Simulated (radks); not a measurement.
P XIV, configuration [He].

Calculated with a radial shooting solver on a logarithmic mesh with Libxc functionals: Dirac Kohn-Sham, LB94 model potential, spin-unpolarised, spherical densities, finite nucleus; Fermi nuclear charge, rms radius 3.1889 fm.

Energy parts (eV):
kinetic: 5900.376
electron-nucleus: -12037.702
Hartree: 499.079
(The LB94 potential has no energy functional, so no total or exchange-correlation energy is given.)

Orbitals (lengths in bohr, moments of r in powers of bohr):
| orbital | occ. | eigenvalue (eV) | <1/r> |
|---|---|---|---|
| 1s1/2 | 2 | -2787.625 | 14.75 |

The highest occupied level is 1s1/2 at -2787.6 eV. The density falls to 0.001 e/bohr^3 at r = 0.50 bohr. Summed over all electrons, <r^2> = 0.02811 bohr^2, which gives a Langevin (diamagnetic) susceptibility term of -0.0223 x 10^-6 cm^3/mol. For comparison, the ionisation energy in NIST's Atomic Spectra Database is 2816.9 eV (theoretical). In exact Kohn-Sham theory the highest level is minus the ionisation energy, but local and semilocal functionals leave it too shallow, through self-interaction and a potential that decays too fast; potentials with the right tail come closer.
